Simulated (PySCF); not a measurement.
Cl₂H₆Si₃, SMILES [SiH3][SiH2][SiH](Cl)Cl.

The structure is a stationary point at B3LYP-D3(BJ)/def2-SVP. The values are those of a single conformer.

All values below come from PySCF 2.14.0 with B3LYP-D3(BJ)/def2-SVP.

Frequencies are harmonic and unscaled.

A small imaginary wavenumber (i) marks a very flat motion, where grid noise or a shallow saddle decides the sign.

```csv
mode,ν (cm⁻¹),IR (km/mol),moving atoms (share of kinetic energy)
1,10i,0.0,"Cl 35 %, Si 33 %, H 33 %"
2,74,1.5,"Si 55 %, Cl 34 %, H 11 %"
3,82,0.0,"H 70 %, Cl 23 %"
4,112,0.5,"Si 40 %, Cl 35 %, H 25 %"
5,164,6.0,"Cl 63 %, Si 32 %"
6,220,8.8,"Si 57 %, Cl 35 %, H 8 %"
7,355,13.1,H 93 %
8,387,2.9,"Si 80 %, H 11 %, Cl 9 %"
9,443,8.8,"Si 71 %, H 19 %, Cl 10 %"
10,503,1.8,"H 70 %, Si 27 %"
11,514,11.7,"H 72 %, Si 18 %, Cl 10 %"
12,530,52.5,"Si 52 %, Cl 31 %, H 17 %"
13,570,85.0,"Si 54 %, Cl 30 %, H 16 %"
14,676,1.0,H 93 %
15,710,186.4,"H 83 %, Si 16 %"
16,754,161.7,"H 86 %, Si 13 %"
17,801,87.4,H 92 %
18,874,225.4,"H 91 %, Si 9 %"
19,918,21.3,H 96 %
20,941,36.0,H 97 %
21,947,66.9,H 97 %
22,2202,58.4,H 98 %
23,2213,46.8,H 96 %
24,2217,81.9,H 98 %
25,2230,68.6,H 96 %
26,2238,91.4,H 96 %
27,2243,111.7,H 97 %
```
